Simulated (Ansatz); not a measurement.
Reaction (redistribution): `[SiH3]OB(S)Cl` + `[NH2][Sn][OH]` → `NB(Cl)O[SiH3]` + `[OH][Sn][SH]`

Calculated with Ansatz (gas phase, PBE0-D4/def2-TZVP geometries, no zero-point term in ΔE). CBS: MP2 limit from def2 TZ/QZ plus the TZ coupled-cluster correction, frozen cores. Functionals use def2-TZVPP. B3LYP here is the variant with VWN-RPA as its local correlation; programs differ in this. HSE06 is defined as in plane-wave codes. def2 core potentials past Kr. For Sn outer-core shells are correlated without core-valence functions, which leaves a few kJ/mol of doubt a bond. Each species was taken in one conformer, which may not be the lowest.

`[SiH3]OB(S)Cl`:

Z-matrix (Å, degrees):
```
Si
O 1 1.655
H 1 1.484 2 110.1
H 1 1.481 2 108.0 3 120.5
H 1 1.480 2 107.4 3 -120.3
B 2 1.340 1 138.7 3 -10.4
Cl 6 1.766 2 118.3 1 -178.8
S 6 1.813 2 121.1 1 1.2
H 8 1.341 6 95.9 2 -179.8
```

`[NH2][Sn][OH]`:

Z-matrix (Å, degrees):
```
N
Sn 1 2.022
H 1 1.010 2 126.2
H 1 1.009 2 123.1 3 -180.0
O 2 1.984 1 96.6 3 -0.1
H 5 0.960 2 116.5 1 -0.1
```

`NB(Cl)O[SiH3]`:

Cartesian coordinates in Å:
```
N -0.363 1.643 -0.333
B -0.262 0.471 -1.086
Cl -0.561 0.565 -2.838
O 0.051 -0.743 -0.568
Si 0.405 -1.388 0.899
H -0.209 1.673 0.660
H -0.596 2.526 -0.750
H 1.754 -1.997 0.839
H -0.608 -2.419 1.226
H 0.389 -0.332 1.950
```

`[OH][Sn][SH]`:

```xyz
5

O    -1.478   -0.338   -0.388
Sn   -0.222   -1.338    0.764
S     1.726    0.147    0.612
H    -1.174    0.480   -0.787
H     1.148    1.048   -0.200
```

```tsv
level	ΔE (kcal/mol)	difference from CCSD(T)/CBS
LDA (SPW92)	-25.6	-1.3
PBE-D4	-24.7	-0.4
revPBE-D4	-24.0	0.3
r2SCAN-D4	-25.2	-0.9
B97M-V	-25.5	-1.2
PBE0-D4	-25.8	-1.5
B3LYP-D4	-26.0	-1.7
r2SCANh-D4	-25.6	-1.3
r2SCAN0-D4	-26.2	-1.9
HSE06-D4	-25.9	-1.6
BHLYP-D4	-27.2	-2.9
ωB97X-V	-24.3	0.0
ωB97M-V	-25.1	-0.8
B2PLYP	-25.2	-0.9
PBE-QIDH	-25.2	-0.9
revPBE	-24.8	-0.5
BLYP	-25.7	-1.4
r2SCAN	-25.2	-0.9
PBE0	-26.1	-1.8
B3LYP	-26.6	-2.3
r2SCANh	-25.7	-1.4
r2SCAN0	-26.3	-2.0
CAM-B3LYP	-26.0	-1.7
LC-ωPBE	-24.5	-0.2
RPA@PBE/def2-TZVPP	-22.8	1.5
HF/def2-SVP	-30.9	-6.6
MP2/def2-SVP	-24.7	-0.4
CCSD/def2-SVP	-26.0	-1.7
CCSD(T)/def2-SVP	-25.4	-1.1
HF/def2-TZVPP	-28.6	-4.3
MP2/def2-TZVPP	-23.3	1.0
SCS-MP2/def2-TZVPP	-23.6	0.7
CCSD/def2-TZVPP	-24.6	-0.3
CCSD(T)/def2-TZVPP	-23.9	0.4
HF/def2-QZVPP	-28.6	-4.3
MP2/def2-QZVPP	-23.6	0.7
SCS-MP2/def2-QZVPP	-23.9	0.4
HF/CBS(def2)	-28.6	-4.3
MP2/CBS(def2)	-23.8	0.5
CCSD/CBS(def2)	-25.0	-0.7
CCSD(T)/CBS	-24.3	0
```

Largest T1 diagnostic among the species: 0.017.

At CCSD(T), def2-SVP lies −1.1 kcal/mol from the extrapolated value and def2-TZVPP +0.4 kcal/mol. From r2SCAN to r2SCAN0 (25 % exact exchange), in def2-TZVPP and without D4, ΔE moves by −1.1 kcal/mol. Leaving LDA and LC-ωPBE aside and taking each functional with its dispersion term where it has one, the values spread over 3.2 kcal/mol, from BHLYP-D4 to revPBE-D4.
